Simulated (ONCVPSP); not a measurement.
# Which change was made? (B, ONCV)

ONCVPSP 4.0.1 input, shortened (lines: element, Z, core and valence counts, functional; n l f; lmax; l rc ep ncon nbas qcut; lloc lpopt rc5 dvloc0; l nproj debl; icmod fcfact rcfact), PBE, scalar-relativistic:

```
  B 5.00    1    2        4      upf
    1    0    2.00
    2    0    2.00
    2    1    1.00
    2
    0    1.10    0.00    3    7    6.30
    1    2.45    0.00    4    8    4.70
    2    2.40    0.30    4    7    4.20
    4    1    0.80    0.00
    0    2    3.30
    1    1    4.00
    2    1    0.80
    3    1.50    1.20
```

Cutoffs, loose and tight: the cutoffs (Ha) at which the residual kinetic energy of the hardest occupied pseudo-wave falls to 1 and 0.1 mHa per electron. They do not see the model core or the augmentation charge, which bear on the density cutoff. Test errors are all-electron minus pseudo excitation energies from the reference, over the configurations 2s2 2p0; 2s1 2p0; 2s2 2p0.5; 2s1 2p2; variants that change the core or the reference have their own tests.

The base gives: outcome: generated; cutoff, loose: 12 Ha; cutoff, tight: 16 Ha; bound ghosts: d; GHOST(+) flags above zero: none; largest test error (meV): +177.

Problem. After one change the result is: outcome: generated; cutoff, loose: 12 Ha; cutoff, tight: 16 Ha; bound ghosts: d; GHOST(+) flags above zero: p; largest test error (meV): +272. Which change was it?
A. all radii but the core radius scaled by about 0.79 (s 0.86, p 1.94, d 1.90 bohr); local potential polynomial inside 0.64 bohr (lpopt 1, dvloc0 0 Ha)
B. local potential polynomial inside 0.80 bohr (lpopt 1, dvloc0 9 Ha)
C. p: rc 3.04

Solution. C. The others give: local potential polynomial inside 0.80 bohr (lpopt 1, dvloc0 9 Ha) → outcome: generated; cutoff, loose: 12 Ha; cutoff, tight: 16 Ha; bound ghosts: none; GHOST(+) flags above zero: none; largest test error (meV): +177 | all radii but the core radius scaled by about 0.79 (s 0.86, p 1.94, d 1.90 bohr); local potential polynomial inside 0.64 bohr (lpopt 1, dvloc0 0 Ha) → outcome: generated; cutoff, loose: 125 Ha; cutoff, tight: 216 Ha; bound ghosts: s; GHOST(+) flags above zero: d; largest test error (meV): +119.
